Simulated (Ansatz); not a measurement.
Four-centre ligand exchange

Start structure (AlNH₆O₃, closed shell), relaxed at PBE0-D4/def2-TZVP:

Al1  (0.135, -0.510, 0.002)
O2  (1.226, -0.515, -1.330)
O3  (0.812, -0.615, 1.583)
O4  (-1.420, -1.209, -0.243)
H5  (0.192, 1.945, -0.671)
N6  (-0.380, 1.438, -0.005)
H7  (1.094, -1.112, -2.063)
H8  (1.702, -0.937, 1.709)
H9  (-1.763, -1.859, 0.367)
H10  (-1.355, 1.537, -0.266)
H11  (-0.243, 1.836, 0.917)
(Å)

The step: AlH₃O₃ ([OH][Al]([OH])[OH]) + NH₃ → AlNH₄O₂ ([NH2][Al]([OH])[OH]) + H₂O (still joined by a long Al–O bond); bonds formed: O2–H5; dative contacts that become bonds: Al1–N6; bonds broken: H5–N6; bonds weakened to dative contacts: Al1–O2. Program: Ansatz 0.2.0. Basis: def2-TZVPP and def2-QZVPP. Cores are frozen in the correlated methods. Extrapolation: Hartree–Fock as exp(−7.88 √X), correlation as X^−2.97. Energies below are by CCSD(T) at an estimated basis limit (MP2 extrapolated from triple and quadruple zeta, plus CCSD(T) − MP2 in triple zeta).

**Question.** What are the electronic barrier and the energy of the step, from the start structure to the end structure? (An estimate is asked for; the value comes from the calculation.)

**Answer.** By the calculation: Barrier 1.162 eV; step energy 0.942 eV (uphill); reverse barrier, their difference, 0.219 eV. Barrier and step energy count from the start structure, the reverse barrier from the end structure.

The saddle point: One imaginary mode of 746i cm⁻¹.
| pair | start (Å) | saddle (Å) | end (Å) |
| --- | --- | --- | --- |
| Al1–N6 | 2.01 | 1.89 | 1.81 |
| O2–H5 | 2.75 | 1.13 | 0.97 |
| Al1–O2 | 1.72 | 1.90 | 1.98 |
| H5–N6 | 1.01 | 1.45 | 2.30 |

Zero-point energy (harmonic, PBE0-D4): ZPE is 2.171 eV at the start and 2.067 eV at the saddle, so the barrier goes from 1.162 to 1.057 eV.

First-order rate constant out of the start structure at 698 K by transition-state theory, with harmonic vibrational free energies alone and no tunnelling: ΔA‡ = 1.261 eV, so k = (kB T/h) exp(−ΔA‡/kB T) ≈ 10^4 s⁻¹ (an order of magnitude at best: rotation, the number of equivalent paths and anharmonicity are left out).

The T1 diagnostic stays at or below 0.012.

Labels in which every atom is bracketed show which atoms are joined, not bond orders.

For scale, one of the runs: CCSD(T)/def2-TZVPP, 250 basis functions, launched by `ansatz run in.yaml --threads 8 --pin off --events-out ev --progress --plain --max-ram 19148MiB`. The run took 93 s on 8 CPU threads of an Arm Neoverse V2 (shared host), with 5.6 GiB of host memory at its peak.
